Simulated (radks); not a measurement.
Trend from Rb3+ to Xe3+: ionisation energy by Delta-SCF between NIST ground configurations, and size. Calculated with a radial shooting solver on a logarithmic mesh with Libxc functionals: Dirac Kohn-Sham, PBE, spin-unpolarised, spherical densities, point nucleus; open shells fill j = l - 1/2 first.

species      configuration  configuration of the ion  IE (eV)  NIST (eV)       kind   -e(HOMO) (eV)  outermost  <r> outermost (bohr)  r at 0.001 e/bohr^3 (bohr)
Rb3+     [Ar] 3d10 4s2 4p4         [Ar] 3d10 4s2 4p3   53.121       52.2  semi-emp.  46.323 (4p3/2)      4p3/2                  1.58                        3.21
Sr3+     [Ar] 3d10 4s2 4p5         [Ar] 3d10 4s2 4p4   56.835     56.280  semi-emp.  49.710 (4p3/2)      4p3/2                  1.50                        3.15
Zr3+              [Kr] 4d1                      [Kr]   34.325     34.418       exp.  28.291 (4d3/2)      4d3/2                  1.83                        3.24
Nb3+              [Kr] 4d2                  [Kr] 4d1   37.020      37.61       exp.  30.689 (4d3/2)      4d3/2                  1.71                        3.29
Mo3+              [Kr] 4d3                  [Kr] 4d2   39.625       40.3  semi-emp.  33.005 (4d3/2)      4d3/2                  1.60                        3.29
Tc3+              [Kr] 4d4                  [Kr] 4d3   42.164         41     theory  35.259 (4d3/2)      4d3/2                  1.51                        3.26
Ru3+              [Kr] 4d5                  [Kr] 4d4   44.236         45     theory  37.093 (4d5/2)      4d5/2                  1.45                        3.22
Rh3+              [Kr] 4d6                  [Kr] 4d5   46.651         42     theory  39.233 (4d5/2)      4d5/2                  1.37                        3.18
Pd3+              [Kr] 4d7                  [Kr] 4d6   49.029         46     theory  41.341 (4d5/2)      4d5/2                  1.31                        3.13
Ag3+              [Kr] 4d8                  [Kr] 4d7   51.378         49     theory  43.421 (4d5/2)      4d5/2                  1.25                        3.08
Cd3+              [Kr] 4d9                  [Kr] 4d8   53.701         51     theory  45.480 (4d5/2)      4d5/2                  1.20                        3.03
In3+             [Kr] 4d10                  [Kr] 4d9   56.004      55.45       exp.  47.521 (4d5/2)      4d5/2                  1.16                        2.98
Sn3+         [Kr] 4d10 5s1                 [Kr] 4d10   41.123      40.74       exp.  35.953 (5s1/2)      5s1/2                  2.12                        3.33
Sb3+         [Kr] 4d10 5s2             [Kr] 4d10 5s1   44.292      43.80       exp.  38.896 (5s1/2)      5s1/2                  2.02                        3.45
Te3+     [Kr] 4d10 5s2 5p1             [Kr] 4d10 5s2   37.334     37.416       exp.  32.341 (5p1/2)      5p1/2                  2.18                        3.59
I3+      [Kr] 4d10 5s2 5p2         [Kr] 4d10 5s2 5p1   40.318      40.36       exp.  35.067 (5p1/2)      5p1/2                  2.07                        3.62
Xe3+     [Kr] 4d10 5s2 5p3         [Kr] 4d10 5s2 5p2   41.566       42.2       exp.  36.234 (5p3/2)      5p3/2                  2.03                        3.63

Reference values: NIST Atomic Spectra Database (exp. = measured, semi-emp. = semi-empirical, theory = theoretical value adopted there). Spin polarisation and multiplet splitting are left out, so open shells lie too high by an amount that depends on their filling.

Beside tabulated values, note that spin-unpolarised runs miss the spin-polarisation part of the exchange energy of open shells.
